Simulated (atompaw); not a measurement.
u(r) = r·R(r): atom against pseudo-atom (lutetium (Lu))

Columns: radius, all-electron u(r) and pseudo u(r) of the 5p shell (level -31.66 eV) of lutetium in the configuration [Kr] 4d10 5s2 4f14 5p6 5d1 6s2 6p0; PBE, scalar-relativistic, PAW (atompaw) scheme, atompaw 4.2.0.5.

```json
{"r (bohr)": "0.115", "all-electron": "0.2230", "pseudo": "0.0326"}
{"r (bohr)": "0.231", "all-electron": "0.0634", "pseudo": "0.1267"}
{"r (bohr)": "0.346", "all-electron": "-0.4327", "pseudo": "0.2674"}
{"r (bohr)": "0.462", "all-electron": "-0.4295", "pseudo": "0.4371"}
{"r (bohr)": "0.577", "all-electron": "-0.1090", "pseudo": "0.6107"}
{"r (bohr)": "0.692", "all-electron": "0.2706", "pseudo": "0.7685"}
{"r (bohr)": "0.808", "all-electron": "0.5876", "pseudo": "0.8949"}
{"r (bohr)": "0.923", "all-electron": "0.8023", "pseudo": "0.9781"}
{"r (bohr)": "1.038", "all-electron": "0.9241", "pseudo": "1.0170"}
{"r (bohr)": "1.154", "all-electron": "0.9724", "pseudo": "1.0158"}
{"r (bohr)": "1.269", "all-electron": "0.9670", "pseudo": "0.9834"}
{"r (bohr)": "1.385", "all-electron": "0.9257", "pseudo": "0.9294"}
{"r (bohr)": "1.500", "all-electron": "0.8633", "pseudo": "0.8635"}
{"r (bohr)": "1.615", "all-electron": "0.7897", "pseudo": "0.7897"}
{"r (bohr)": "1.731", "all-electron": "0.7111", "pseudo": "0.7111"}
{"r (bohr)": "1.846", "all-electron": "0.6337", "pseudo": "0.6337"}
{"r (bohr)": "1.962", "all-electron": "0.5591", "pseudo": "0.5591"}
{"r (bohr)": "2.077", "all-electron": "0.4905", "pseudo": "0.4905"}
{"r (bohr)": "2.192", "all-electron": "0.4278", "pseudo": "0.4278"}
{"r (bohr)": "2.308", "all-electron": "0.3710", "pseudo": "0.3710"}
{"r (bohr)": "2.423", "all-electron": "0.3210", "pseudo": "0.3210"}
{"r (bohr)": "2.538", "all-electron": "0.2769", "pseudo": "0.2769"}
{"r (bohr)": "2.654", "all-electron": "0.2380", "pseudo": "0.2380"}
{"r (bohr)": "2.769", "all-electron": "0.2044", "pseudo": "0.2044"}
{"r (bohr)": "2.885", "all-electron": "0.1750", "pseudo": "0.1750"}
{"r (bohr)": "3.000", "all-electron": "0.1498", "pseudo": "0.1498"}
```

Q: How many radial nodes do the two functions have?

A: The all-electron 5p function has n − l − 1 = 3 (the table is too coarse to show those close to the nucleus); the pseudo-wave has 0, since the states of the same l below it are removed with the core.

Q: At about which radius was the pseudo-wave matched?

A: 1.55 bohr, where the columns begin to agree (steps of 0.12 bohr).

Q: Is the pseudo-wave norm-conserving?

A: No, it belongs to a PAW set: the norm inside the radius is not constrained, and the difference is carried by the augmentation charge.
